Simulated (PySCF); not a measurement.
Ga(H)2(NH2) (GaH4N), SMILES [NH2][GaH2]. Geometry optimised at B3LYP-D3(BJ)/def2-TZVP.

Computed with B3LYP-D3(BJ)/def2-TZVP (PySCF).

Harmonic wavenumbers (cm⁻¹): 317, 437, 538, 611, 683, 743, 767, 1568, 1985, 1987, 3574, 3674. Rotational constants (GHz): 94.68, 10.21, 9.215; symmetry number 2.

Work out the zero-point energy and the ideal-gas rigid-rotor harmonic-oscillator thermochemistry at 298.15 K and 1 atm.

ZPE = ½ Σ hcν = ½ × 16884 cm⁻¹ = 24.14 kcal/mol. H − E(el) = 27.35 kcal/mol. Entropy in cal/(mol K): translation 39.33, rotation 19.74, vibration 4.00, total 63.06. G − E(el) = 8.54 kcal/mol. Cp = 15.56 cal/(mol K).
